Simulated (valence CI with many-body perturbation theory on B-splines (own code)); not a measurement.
Forbidden lines of Tc XXIX

Level of theory: relativistic CI+MBPT: five valence electrons over a frozen Dirac-Fock core [Ne], a basis of 9 s, 9 p, 8 d, 6 f, 3 g, 1 h functions for each j, with the one-electron correlation potential Σ1 (screened to all orders), the two-electron term Σ2, the three-electron term Σ3, Breit, model QED; selected single and double excitations, second order for the rest (own B-spline code, finite nucleus).

The last digits are not significant, and no measured levels were compared; by estimate large intervals hold to a few tenths of a per cent, small ones and those within an open d or f shell to about a per cent. Among the levels kept, up to 610 cm⁻¹ of a level comes from second order outside the variational space, and about a tenth of that is noise between levels of different J, which matters for small intervals.

Lines 1 to 19 of 19 in falling wavelength, among levels below 215.13 eV, chosen from the decays that carry over 1 % of a level's rate. Wavelengths and rates use the calculated energies. Electric multipoles are in the length gauge, E1 and E2 with the static RPA response of the core. Weak lines are less certain than strong ones. Lines between different terms over intervals too small for the method are left out, as are lines whose strength nearly cancels. Branching is blank where the lifetime is uncertain.

Levels are named by their leading jj configuration (3d3/2^4 stands for four electrons in 3d with j = 3/2), which in mixed levels can hold well under half, so a name can repeat and another be missing. Letters in brackets count levels of one name in rising energy.

| λ vac (Å) | Upper | Lower | Type | A (s⁻¹) | Branch % |
| --- | --- | --- | --- | --- | --- |
| 2418 | (3s^2 3p1/2 3p3/2 3d5/2) J=9/2 | (3s^2 3p1/2 3p3/2 3d5/2) J=7/2 [a] | M1 | 8.03e+01 |  |
| 2171 | (3s^2 3p1/2 3p3/2^2) J=5/2 | (3s^2 3p1/2 3p3/2^2) J=3/2 | M1 | 5.55e+02 | 2.3 |
| 1756 | (3s^2 3p1/2 3p3/2 3d5/2) J=9/2 | (3s^2 3p1/2 3p3/2 3d3/2) J=7/2 | M1 | 3.30e+03 |  |
| 789.9 | (3s^2 3p3/2^2 3d5/2) J=9/2 | (3s^2 3p1/2 3p3/2 3d5/2) J=7/2 [b] | M1 | 2.22e+04 | 12.7 |
| 742.1 | (3s^2 3p1/2 3p3/2 3d5/2) J=7/2 [a] | (3s^2 3p1/2^2 3d5/2) J=5/2 | M1 | 3.39e+04 | 12.6 |
| 565.5 | (3s^2 3p3/2^3) J=3/2 | (3s^2 3p1/2 3p3/2^2) J=1/2 | M1 | 2.97e+04 | 7.6 |
| 565.3 | (3s^2 3p1/2 3p3/2^2) J=3/2 | (3s^2 3p1/2^2 3p3/2) J=3/2 | M1 | 1.20e+05 | 100.0 |
| 473.5 | (3s^2 3p3/2^2 3d5/2) J=9/2 | (3s^2 3p1/2 3p3/2 3d5/2) J=9/2 | M1 | 7.38e+04 | 42.0 |
| 448.5 | (3s^2 3p1/2 3p3/2^2) J=5/2 | (3s^2 3p1/2^2 3p3/2) J=3/2 | M1 | 2.29e+04 | 96.6 |
| 448.5 | (3s^2 3p1/2 3p3/2^2) J=5/2 | (3s^2 3p1/2^2 3p3/2) J=3/2 | E2 | 2.46e+02 | 1.0 |
| 423.5 | (3s^2 3p3/2^3) J=3/2 | (3s^2 3p1/2 3p3/2^2) J=5/2 | M1 | 6.08e+04 | 15.7 |
| 396.0 | (3s^2 3p3/2^2 3d5/2) J=9/2 | (3s^2 3p1/2 3p3/2 3d5/2) J=7/2 [a] | M1 | 4.10e+04 | 23.3 |
| 373.0 | (3s^2 3p3/2^2 3d5/2) J=9/2 | (3s^2 3p1/2 3p3/2 3d3/2) J=7/2 | M1 | 3.72e+04 | 21.2 |
| 354.4 | (3s^2 3p3/2^3) J=3/2 | (3s^2 3p1/2 3p3/2^2) J=3/2 | M1 | 2.89e+05 | 74.4 |
| 354.3 | (3s^2 3p1/2 3p3/2^2) J=1/2 | (3s^2 3p1/2^2 3p3/2) J=3/2 | M1 | 1.45e+05 | 99.0 |
| 276.2 | (3s^2 3p1/2 3p3/2 3d5/2) J=7/2 [a] | (3s 3p1/2^2 3p3/2^2) J=5/2 | M1 | 5.37e+03 | 2.0 |
| 247.9 | (3s^2 3p1/2 3p3/2 3d5/2) J=9/2 | (3s 3p1/2^2 3p3/2^2) J=5/2 | E2 | 2.17e+02 |  |
| 217.8 | (3s^2 3p3/2^3) J=3/2 | (3s^2 3p1/2^2 3p3/2) J=3/2 | M1 | 7.65e+03 | 2.0 |
| 106.0 | (3s^2 3p1/2 3p3/2 3d5/2) J=9/2 | (3s^2 3p1/2 3p3/2^2) J=5/2 | M2 | 6.44e+02 |  |
